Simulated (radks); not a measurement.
Charge is removed step by step from the 4s down level of neutral selenium, starting from [Ar] 3d10 4s(up 1, down 1) 4p4. All-electron calculation, scalar-relativistic Kohn-Sham, r2SCAN, spin-polarised, spherical densities, finite nucleus; open shells are filled with parallel spins first; meta-GGA in the generalised Kohn-Sham scheme; Fermi nuclear charge, rms radius 4.14 fm. Program: a radial shooting solver on a logarithmic mesh with Libxc functionals.

removed (e)	E - E(0) (eV)	eigenvalue (eV)	E minus straight line (eV)
0	0.000	-16.690	0.000
0.1	1.711	-17.530	-0.383
0.2	3.506	-18.377	-0.682
0.3	5.385	-19.227	-0.896
0.4	7.350	-20.080	-1.024
0.5	9.401	-20.932	-1.068
0.6	11.536	-21.786	-1.026
0.7	13.757	-22.641	-0.899
0.8	16.064	-23.501	-0.686
0.9	18.457	-24.368	-0.386
1	20.937	-25.246	0.000

Removing the whole electron costs 20.937 eV by Delta-SCF, against 16.690 eV from minus the eigenvalue at the starting occupation. Slater's transition state (half an electron removed) gives 20.932 eV. Integrating minus the eigenvalue over the occupation (Janak's theorem) gives 20.941 eV. In this scalar-relativistic scheme the density is built from large components alone, so the theorem holds only approximately. The mean slope of the eigenvalue, de/dn, is 8.56 eV per electron.
